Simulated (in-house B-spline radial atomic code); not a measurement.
A calculation on the copper ion Cu²⁺ (an excited or competing configuration): its settings, and results tabulated from the run. All numbers are computed (scalar-relativistic (X2C) BHandHLYP, spin-polarised, spherical fractional occupations, exact exchange averaged over the configuration; Fermi nucleus of rms radius 3.8823 fm) with a radial B-spline atomic code at the basis-set limit, not measured.

Command:
```bash
python run_scf.py task.json out
```
Settings (nuclear radius in fm, mass in u):
```
Z                29
configuration    [Ne] 3s2 3p5 3d9 4s1
hamiltonian      x2c
method           bhandhlyp
spin_polarised   True
nucleus          fermi
rms_radius       3.8823
atomic_mass      62.9296
speed_of_light   137.035999084
exact_exchange   averaged over the configuration
```

Output (hartree, bohr):
```
 radial grid: 73 intervals, B-splines of order 8, outer radius 38.5185 bohr

 iter        energy (Eh)    residual
    1       -1642.160546    3.92e-01
    2       -1644.067723    5.61e-01
    3       -1650.692569    5.96e-02
    4       -1650.805491    2.13e-02
    5       -1650.811318    4.01e-03
    6       -1650.811521    2.25e-03
    7       -1650.811654    8.21e-04
    8       -1650.811668    7.28e-05
    9       -1650.811668    3.64e-06
   10       -1650.811668    1.22e-06
   11       -1650.811668    1.79e-08

 total energy                     -1650.81167
 kinetic                            1679.2919
 electron-nucleus                  -3947.0636
 Hartree                             683.1503
 exact exchange                      -32.0414
 exchange-correlation                -34.1489

 orbital      occ     eigenvalue          <r>       <r^2>       <1/r>       r_max
 1s up      1.000      -330.2868    0.0517665  0.00361731     29.6449     0.03372
 1s down    1.000      -330.2490    0.0517627  0.00361672     29.6465     0.03372
 2s up      1.000       -41.7647     0.234411   0.0649138     6.42202      0.1962
 2s down    1.000       -41.6999     0.234224   0.0647837     6.42521      0.1962
 2p up      3.000       -36.1848     0.206153   0.0521552     6.22031       0.158
 2p down    3.000       -36.1071     0.206157   0.0521495     6.21945      0.1581
 3s up      1.000        -6.0813     0.702116    0.568197     2.03199      0.6105
 3s down    1.000        -5.8211     0.706532    0.575908     2.01661      0.6119
 3p up      3.000        -4.3898     0.733888    0.633506     1.87405      0.6163
 3p down    2.000        -4.2037     0.738221    0.641679     1.86448      0.6177
 3d up      5.000        -1.6547     0.847973    0.913317     1.53713      0.5884
 3d down    4.000        -1.5075     0.870078    0.969693     1.51173      0.5916
 4s up      1.000        -1.0033       2.1929     5.44801    0.591262         1.9
```

Run time, properties included: 0.26 s on 1 thread of Arm Neoverse V2, on a shared host.

One-electron X2C: radii and densities carry no picture-change correction, so inner-shell <1/r> comes out high (for 1s by about 2 % at Z = 33, 5 % at 54, 10 % at 75, 30 % at 118) and <r> low.
